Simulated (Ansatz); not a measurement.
The same silylene extrusion along the group Si, Ge, Sn.

Computed with Ansatz on PBE0-D4/def2-TZVP structures; ΔE is electronic, products minus reactants. CCSD(T)/CBS is the MP2 limit (def2-TZVPP, def2-QZVPP) plus CCSD(T) − MP2 in def2-TZVPP, frozen cores. This one scheme is used for every species. DFT in def2-TZVPP. Elements past krypton have def2 core potentials. For Ge, Sn outer-core shells are correlated without core-valence functions, which leaves a few kJ/mol of doubt a bond. Scalar relativity is left out up to krypton. Each species was taken in one conformer, which may not be the lowest.

```json
{"reaction": "`N[SiH](F)Cl` → HCl + `N[Si]F`", "revPBE-D4 (kJ/mol)": "225", "PBE0-D4 (kJ/mol)": "246", "B97M-V (kJ/mol)": "241", "CCSD(T)/CBS(def2) (kJ/mol)": "241"}
{"reaction": "`[NH2][GeH]([F])[Cl]` → HCl + `[NH2][Ge][F]`", "revPBE-D4 (kJ/mol)": "95", "PBE0-D4 (kJ/mol)": "120", "B97M-V (kJ/mol)": "125", "CCSD(T)/CBS(def2) (kJ/mol)": "112"}
{"reaction": "`[NH2][SnH]([F])[Cl]` → HCl + `[NH2][Sn][F]`", "revPBE-D4 (kJ/mol)": "27", "PBE0-D4 (kJ/mol)": "50", "B97M-V (kJ/mol)": "61", "CCSD(T)/CBS(def2) (kJ/mol)": "50"}
```

Largest T1 diagnostic: 0.017, for `[NH2][Sn][F]`.
